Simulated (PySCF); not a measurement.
# Tc⁴⁰⁺: ionisation energy

Tc⁴⁰⁺ [He] 2s1 [2s1/2^1, M_J = 1/2] → Tc⁴¹⁺ 1s2, as a difference of total energies. Computed with PySCF 2.14 in an uncontracted even-tempered set (17 s from 19 bohr⁻², ratio 2.4; 12 p from 25 bohr⁻², ratio 2.4; 5 d from 77 bohr⁻², ratio 2.6; 4 f from 120 bohr⁻², ratio 2.6), with the two-component X2C-1e Hamiltonian. Correlated levels: nothing frozen; the 32 highest virtual spinors dropped. "Screened" scales the spin-orbit matrix elements by Boettger's factors to mimic the two-electron term; Breit and QED terms are absent.

```
                    method  ionisation energy (eV)
 GHF (screened spin-orbit)                  6012.2
GMP2 (screened spin-orbit)                  6012.4
```

For this ion Breit and QED terms and the two-electron picture change, all absent here, outweigh the correlation shift from GHF to GMP2.

For comparison: 6008.4 eV (theoretical estimate listed by NIST; NIST Atomic Spectra Database, ionization energies).
